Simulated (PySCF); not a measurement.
# V: ionisation energy

V [Ar] 3d3 4s2 (4F) → V+ [Ar] 3d4 (5D), as a difference of total energies. All numbers are calculated (PySCF 2.14, the non-relativistic Hamiltonian (point nucleus), in def2-TZVP (6s4p4d1f, 45 functions)). Correlated levels: valence: [Ar] frozen. The calculations carry no spin-orbit coupling.

```csv
method,ionisation energy (eV)
UHF,5.882
BP86,6.347
TPSS,6.054
MP2 (valence),6.191
SCS-MP2 (valence),6.633
```

Problem. How much does correlation contribute at MP2 (valence)?

Solution. 6.191 − (5.882) = 0.309 eV, measured against UHF.

These non-relativistic numbers lack the scalar-relativistic shift.

Errors of the correlated levels include the incompleteness of this basis and the frozen core.

For comparison: 6.732 eV (measured; NIST levels, between the centres of gravity of the two terms).
